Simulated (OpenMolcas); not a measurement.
# Levels of Rh7+ by method

| Item | Value |
| --- | --- |
| Program | OpenMolcas 26.06 |
| Basis | ANO-RCC-VTZP [7s6p4d2f1g] |
| Scalar Hamiltonian | DKH2, point nucleus |
| Active space | 2 electrons in 5 orbitals (4d) |
| State averaging | 2S+1 = 3 even, 10 roots; 2S+1 = 1 even, 15 roots kept (CI in the orbitals of an earlier block) |
| Spin-orbit coupling | state interaction with AMFI integrals over the reference wave functions, term energies averaged over their components |

Methods on the same reference wave functions:
A. CASSCF
B. SS-CASPT2, IPEA 0.25 Eh, imaginary shift 0.1 Eh (closed shells correlated: 4s 4p)

Energies in cm-1 above 4d2 3F2.

| Level | A | B |
| --- | --- | --- |
| 4d2 3F2 | 0.0 | 0.0 |
| 4d2 3F3 | 3451 | 3540 |
| 4d2 3F4 | 7194 | 7260 |
| 4d2 1D2 [68 %] | 17804 | 15100 |
| 4d2 3P0 | 18578 | 16020 |
| 4d2 3P1 | 20112 | 17630 |
| 4d2 3P2 [70 %] | 23945 | 21360 |
| 4d2 1G4 | 27143 | 24570 |
| 4d2 1S0 | 61558 | 54100 |

From A to B the spin-free energies of the other terms of 4d2 shown, above 3F, scale by factors of 0.80 to 0.88, as is usual when dynamic correlation screens the repulsion within a d or f shell.

The lowest spin-free term lies below A's lowest term by 0.273 hartree in B.

Term energies are means over components that CASPT2 splits; among the terms shown or strongly mixed into the levels shown the widest spread is 640 cm-1 (4d2 3F, B). Terms from blocks run as CI alone lack orbitals of their own. Without dynamic correlation excited terms often stand tens of per cent too high (terms of higher spin than the ground term too low), and those without a measured partner can miss by more than the paired ones (holds for A). Levels of configurations outside the active space are missing.

A share in square brackets marks a mixed level and gives the weight of the term that names it, the lowest over the columns.
